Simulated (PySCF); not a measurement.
**A small calculation by hand: chemical shift, span and skew from a shielding tensor**

B(Cl)(NHMe)(OMe) (C2H7BClNO), SMILES CNB(Cl)OC. Atoms are numbered in the order given.

```xyz
13

B      0.1603    -0.1283     0.0000
Cl     1.4250     1.1407     0.0000
N     -1.2001     0.2259     0.0000
C     -1.7856     1.5518     0.0000
H     -1.8834    -0.5238     0.0000
H     -2.4134     1.7229    -0.8924
H     -2.4134     1.7229     0.8924
H     -0.9863     2.3034     0.0000
O      0.6098    -1.4132     0.0000
C     -0.2665    -2.5134     0.0000
H     -0.9135    -2.5233     0.8971
H      0.3320    -3.4359     0.0000
H     -0.9135    -2.5233    -0.8971
```

Geometry optimised at B3LYP-D3(BJ)/def2-SVP. Other conformers were not sampled.

GIAO shieldings from PBE/pcSseg-1 (PySCF), non-relativistic, no solvent. The symmetric part of the tensor of C4 has the principal values 123.6, 137.2, 181.3 ppm. The same nucleus in TMS has σ = 182.0 ppm at this level (PySCF, at its B3LYP-D3(BJ)/def2-TZVP geometry). Without spin–orbit terms, shifts of atoms bonded to Cl or Br come out too high.

Q: Work out the isotropic shielding, the ¹³C shift against TMS, the span and the skew.

A: 
σ(iso) = (σ11 + σ22 + σ33)/3 = 147.4 ppm. δ = σ(ref) − σ(iso) = 182.0 − (147.4) = 34.6 ppm.
Span Ω = σ33 − σ11 = 57.7 ppm. Skew κ = 3(σ(iso) − σ22)/Ω = 0.53. Tumbling in solution averages the tensor to δ; in a static solid the shielding alone would spread this spin-1/2 line over Ω.
